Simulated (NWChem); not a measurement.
# C₄H₅NO; SMILES n1cc(oc1)C

```xyz
11

C      0.0134     2.0939     0.0000
C      0.1093     0.6183     0.0000
C      1.1322    -0.2816     0.0000
N      0.6188    -1.5617     0.0000
C     -0.6577    -1.3894     0.0000
O     -1.0451    -0.1017     0.0000
H     -0.5245     2.4609     0.8885
H     -0.5245     2.4609    -0.8885
H      1.0197     2.5323     0.0000
H      2.2030    -0.0852     0.0000
H     -1.4447    -2.1420     0.0000
```
Atoms are numbered in this order, from 1.

Level: PBE0/def2-SVP (NWChem), optimised geometry, unscaled harmonic frequencies. 

List the harmonic frequencies with IR intensities, and the thermochemistry.


```
frequency (cm⁻¹)  IR intensity (km/mol)
----------------  ---------------------
140                                 0.0
256                                 1.5
337                                 0.8
659                                 0.6
678                                23.4
681                                 2.9
845                                11.6
869                                 9.6
954                                 5.5
967                                 8.1
1026                               33.7
1051                                3.7
1159                               11.0
1190                               35.2
1256                                4.3
1279                               11.3
1382                                2.4
1405                                5.8
1442                                9.8
1462                                7.2
1602                               47.1
1681                               12.3
3060                               16.4
3141                                4.9
3185                                3.0
3280                                3.3
3293                                0.9
```

zero-point energy: 54.7 kcal/mol
thermal correction to the enthalpy at 298.15 K (with zero-point energy): 58.5 kcal/mol
heat capacity Cv: 17.8 cal/(mol K)
entropy at 298.15 K and 1 atm (symmetry number 1): 72.5 cal/(mol K)
dipole moment: 2.17 D

Rigid rotor and harmonic oscillator.
